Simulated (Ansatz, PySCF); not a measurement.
Gas-phase reaction (SMILES): [NH2][Al]([OH])[OH] + F (HF) → [OH][Al]([OH])[F] + N (NH3); hydrogen fluoride cleaves one Al-N bond, a model of a ligand-exchange step.

Each molecule is optimised on its own at B3LYP-D3(BJ)/def2-TZVP (Ansatz, a first-principles code), one conformer each, not searched for the lowest. Correlated levels leave the core frozen unless marked. No spin-orbit coupling. Non-relativistic. CBS(X,Y): correlation extrapolated as X^-3; Hartree-Fock from the larger set. Thermal terms are rigid-rotor harmonic-oscillator values from B3LYP-D3(BJ) frequencies (Ansatz or PySCF) at 298.15 K and 1 atm. 1 Eh = 627.5095 kcal/mol.

```
species              E, CCSD(T)/CBS(aug-cc-pV(T+d)Z,aug-cc-pV(Q+d)Z) (Ansatz) (Eh)  E, PBE-D3(BJ)/def2-TZVPD (Ansatz + dftd3) (Eh)  H - E (Eh)
-------------------  -------------------------------------------------------------  ----------------------------------------------  ----------
[NH2][Al]([OH])[OH]                                                     -449.62818                                      -449.93850     0.06012
F (HF)                                                                  -100.39216                                      -100.39533     0.01259
[OH][Al]([OH])[F]                                                       -493.55125                                      -493.85569     0.03620
N (NH3)                                                                  -56.50411                                       -56.51114     0.03799
```

Q: Work out ΔE and ΔH at 298.15 K at the first level, then ΔH at the second.

A: 
1. ΔE = [(-493.55125) + (-56.50411)] - [(-449.62818) + (-100.39216)] = -0.03502 Eh = -22.0 kcal/mol at CCSD(T)/CBS(aug-cc-pV(T+d)Z,aug-cc-pV(Q+d)Z).
2. The terms H - E add up to 0.00148 Eh, so ΔH = (-0.03502 + (0.00148))×627.5095 = -21.0 kcal/mol.
3. At PBE-D3(BJ)/def2-TZVPD the same steps give ΔE = -20.7 and ΔH = -19.8 kcal/mol, a shift of +1.2 from the first level.
4. These values are not checked against measurement here, since the tables used lack a sound gas-phase enthalpy of formation for at least one species.
